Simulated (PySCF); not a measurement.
H₄Si, charge +1, doublet, at a GFN2-xTB geometry (a state made from the parent by changing its charge; the spin is typed, not shown lowest). Base run: PBE/def2-SV(P) (PySCF).

PySCF was given this input:
```python
from pyscf import gto, scf, dft

mol = gto.M(
    atom='''
Si    0.000000   -0.000000   -0.000000
H     0.028744    1.072285    1.066288
H    -0.027528   -1.065933    1.072670
H     0.027528    1.065933   -1.072670
H    -0.028744   -1.072285   -1.066288
''',
    basis='def2-sv(p)',
    charge=1,
    spin=1,
    verbose=4,
)

mf = dft.UKS(mol)
mf.xc = 'pbe'
mf.kernel()
mo_i, mo_e, stable_i, stable_e = mf.stability(internal=True, external=False, return_status=True, nroots=6, tol=1e-6)
print('internally stable:', stable_i, ' externally stable:', stable_e)
if not stable_i:
    umf = mf.copy()
    umf.scf_summary = {}
    umf.kernel(umf.make_rdm1(mo_i, mf.mo_occ))
```

The bond that is stretched is that between atoms 5 and 1. A test that says stable can miss a lower solution.

Variants of this job, named by their change:

```json
[
 {"change": "base", "ΔE vs base (eV)": "0.00", "<S^2>": "0.755", "stability test says": "internally stable (external not tested)", "outcome": "converged"},
 {"change": "bond × 1.25", "ΔE vs base (eV)": "0.30", "<S^2>": "0.760", "stability test says": "internally stable (external not tested)", "outcome": "converged"},
 {"change": "bond × 1.5", "ΔE vs base (eV)": "0.70", "<S^2>": "0.763", "stability test says": "internally stable (external not tested)", "outcome": "converged"},
 {"change": "bond × 1.8", "ΔE vs base (eV)": "0.87", "<S^2>": "0.753", "stability test says": "internally stable (external not tested)", "outcome": "converged"},
 {"change": "bond × 2.2", "ΔE vs base (eV)": "0.97", "<S^2>": "0.750", "stability test says": "internally stable (external not tested)", "outcome": "converged"},
 {"change": "bond × 3.0", "ΔE vs base (eV)": "-", "<S^2>": "-", "stability test says": "-", "outcome": "not converged"}
]
```

On stretching, the SCF can end on different states; <S^2> shows the spin contamination of each.
